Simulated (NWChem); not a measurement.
All runs are NWChem calculations. System: C2H4N, charge 0, spin multiplicity 2, at a geometry optimised with UB3LYP/def2-SVP. The structure started from a generated list of species. Its SCF solution wasn't tested for a lower state. Level: Ur2SCAN/def2-TZVP.

The NWChem input:

```
start mol
memory heap 200 mb stack 900 mb global 1100 mb
geometry units angstroms nocenter noautoz
  C      1.143080     0.000000     0.152772
  N      0.000000     0.000000    -0.504394
  C     -1.143080     0.000000     0.152772
  H      1.194944     0.000000     1.257745
  H      2.083308     0.000000    -0.408998
  H     -2.083308     0.000000    -0.408998
  H     -1.194944     0.000000     1.257745
  symmetry group C2v
end
basis spherical
  * library def2-tzvp
end
dft
  xc r2scan
  odft
  mult 2
  semidirect memsize 60000000 filesize 0
  iterations 100
  grid fine
end
task dft energy
```

Output (cleaned and shortened):

```
             Northwest Computational Chemistry Package (NWChem) 7.3.0
             --------------------------------------------------------

                                NWChem Input Module
                                -------------------

 Scaling coordinates for geometry "geometry" by  1.889725989
 (inverse scale =  0.529177249)

 Turning off AUTOSYM since
 SYMMETRY directive was detected!

                             Geometry "geometry" -> ""
                             -------------------------

 Output coordinates in angstroms (scale by  1.889725989 to convert to a.u.)

  No.       Tag          Charge          X              Y              Z
 ---- ---------------- ---------- -------------- -------------- --------------
    1 C                    6.0000     1.14308000     0.00000000     0.15277200
    2 N                    7.0000     0.00000000     0.00000000    -0.50439400
    3 C                    6.0000    -1.14308000     0.00000000     0.15277200
    4 H                    1.0000     1.19494400     0.00000000     1.25774500
    5 H                    1.0000     2.08330800     0.00000000    -0.40899800
    6 H                    1.0000    -2.08330800     0.00000000    -0.40899800
    7 H                    1.0000    -1.19494400     0.00000000     1.25774500

 Effective nuclear repulsion energy (a.u.)      66.2071231071

            Nuclear Dipole moment (a.u.)
            ----------------------------
        X                 Y               Z
 ---------------- ---------------- ----------------
     0.0000000000     0.0000000000    -0.0000000000

      Symmetry information
      --------------------

 Group name             C2v
 Group number             16
 Group order               4
 No. of unique centers     4

      Symmetry unique atoms

     1    2    4    5


 Summary of "ao basis" -> "" (spherical)
 ------------------------------------------------------------------------------
       Tag                 Description            Shells   Functions and Types
 ---------------- ------------------------------  ------  ---------------------
 *                         def2-tzvp                  on all atoms
[...]
 overlap   1.000  0.997  0.977  0.994  0.998  0.963  0.955  0.999  0.995  1.000

   alpha     21     22     23     24     25     26     27     28     29     30
    beta     21     22     23     24     25     26     27     28     29     31
 overlap   0.991  0.995  0.996  0.999  0.986  0.992  0.994  0.963  0.952  0.950

   alpha     31     32     33     34     35     36     37     38     39     40
    beta     30     32     33     34     35     36     37     38     39     40
 overlap   0.969  0.998  0.994  0.999  0.998  1.000  1.000  1.000  0.997  0.999

   alpha     41     42     43     44     45     46     47     48     49     50
    beta     41     42     43     44     45     46     47     49     48     50
 overlap   0.990  0.995  0.992  0.808  0.811  0.996  0.988  0.991  0.997  0.988

   alpha     51     52     53     54     55     56     57     58     59     60
    beta     51     52     53     54     55     56     57     58     59     60
 overlap   0.978  0.999  0.979  0.999  0.990  0.999  0.999  0.998  0.998  0.995

   alpha     61     62     63     64     65     66     67     68     69     70
    beta     61     62     63     64     65     66     67     68     69     70
 overlap   1.000  1.000  0.995  1.000  0.999  0.999  1.000  0.996  0.996  0.998

   alpha     71     72     73     74     75     76     77     78     79     80
    beta     71     72     73     74     75     76     78     79     77     80
 overlap   0.999  0.999  0.987  0.998  0.986  0.991  0.994  0.986  1.000  0.984

   alpha     81     82     83     84     85     86     87     88     89     90
    beta     81     82     83     84     85     86     87     89     88     90
 overlap   0.990  0.996  0.997  0.999  0.998  0.997  1.000  0.999  1.000  0.997

   alpha     91     92     93     94     95     96     97     98     99    100
    beta     92     93     91     94     95     96     97     98     99    100
 overlap   1.000  0.999  0.999  0.998  0.999  0.991  0.991  0.999  1.000  1.000

   alpha    101    102    103    104    105    106    107    108    109    110
    beta    101    102    103    104    105    106    107    108    109    110
 overlap   1.000  1.000  1.000  1.000  0.999  1.000  0.999  1.000  1.000  1.000

   alpha    111    112    113    114    115    116    117
    beta    111    112    113    114    115    116    117
 overlap   1.000  1.000  1.000  1.000  1.000  1.000  1.000

     --------------------------
     Expectation value of S2:
     --------------------------
      <S2> =      0.7933 (Exact =     0.7500)

 center of mass
 --------------
 x =   0.00000000 y =   0.00000000 z =  -0.07578617

 moments of inertia (a.u.)
 ------------------
          27.071819446544           0.000000000000           0.000000000000
           0.000000000000         180.576026680792           0.000000000000
           0.000000000000           0.000000000000         153.504207234247

     Multipole analysis of the density
     ---------------------------------

     L   x y z        total         alpha         beta         nuclear
     -   - - -        -----         -----         ----         -------
     0   0 0 0     -0.000000    -12.000000    -11.000000     23.000000

     1   1 0 0      0.000000     -0.000000      0.000000      0.000000
     1   0 1 0     -0.000000     -0.000000     -0.000000      0.000000
     1   0 0 1      0.560187      0.029437      0.530750     -0.000000

     2   2 0 0    -11.460542    -57.526263    -51.123328     97.189049
     2   1 1 0      0.000000      0.000000      0.000000      0.000000
     2   1 0 1     -0.000000     -0.000000      0.000000      0.000000
     2   0 2 0    -15.026077     -8.729243     -6.296834      0.000000
     2   0 1 1      0.000000      0.000000      0.000000      0.000000
     2   0 0 2    -14.672024    -17.487191    -17.037694     19.852862

 Task  times  cpu:       12.8s     wall:       12.8s

 Total times  cpu:       12.9s     wall:       12.9s
```
